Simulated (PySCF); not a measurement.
Structure from NMR data

The spectra below were simulated for a compound C$_{4}$H$_{8}$O$_{2}$Si$_{3}$.

¹H NMR (500 MHz, computed): δ 5.50 (m, 1H), 5.49 (m, 1H), 5.15 (m, 1H), 5.09 (m, 1H), 4.99 (s, 3H), 2.03 (d, 1H).

¹³C{¹H} NMR (computed): δ 185.3 (C), 116.4 (CH), 102.1 (CH), 90.2 (C).

[PySCF: σ from GIAO-PBE0/pcSseg-1; geometry from GFN2-xTB; single conformer; fast rotation and ring inversion assumed for equivalent nuclei; in vacuum; no relativistic terms]

Chemical shifts δ = σref − σ; ¹H (σ = 31.72 ppm) and ¹³C (σ = 186.93 ppm) against TMS, all at this level.

**Question.** Deduce the structure.

**Answer.** 
1. Rings plus π bonds: 4 (1 ring in the answer).
2. 4 carbon signals for 4 carbons: no two carbons are equivalent.
3. Carbon types of the structure: 2 × C, 2 × CH, leaving 6 H on heteroatoms.
4. δC 185.3: alkene carbon bearing oxygen; an sp2 carbon further deshielded by the attached heteroatom.
5. δC 116.4: β carbon of an enol-ether or enamine type C=C.
6. δC 102.1: terminal alkyne carbon; the triple bond shields along its axis, which puts it between sp3 and sp2 carbons.
7. δC 90.2: alkyne carbon; the triple bond shields along its axis, which puts it between sp3 and sp2 carbons.
8. δH 5.49: hydrogen on a β carbon of an enol-ether or enamine type C=C; olefinic region.
9. δH 5.15, 5.09: hydrogen on a silicon bonded to C, O, in a 5-membered ring.
10. δH 2.03: hydrogen on a terminal alkyne carbon; it lies on the axis of the triple bond, in its shielding cone.

Structure: `InChI=1S/C4H8O2Si3/c1-2-9-3-4(5-7)8-6-9/h1,3,9H,8H2,7H3/t9-/m0/s1`.

The data come from this structure; uniqueness wasn't tested.

Shifts are as computed. Against solution values, carbons near 30 ppm lie about +3 ppm off and those near 130 ppm about +5 ppm. Of 1309 compounds with measured shifts, 239 miss one by over three times the rms of a fit or turn the order of signals round; such compounds aren't used in these exercises. No couplings were computed; multiplicities are counted from neighbouring protons, with m where these are inequivalent, close in shift, in a saturated or five-membered ring or joined by F or P, and br s for small geminal =CH2 splittings.
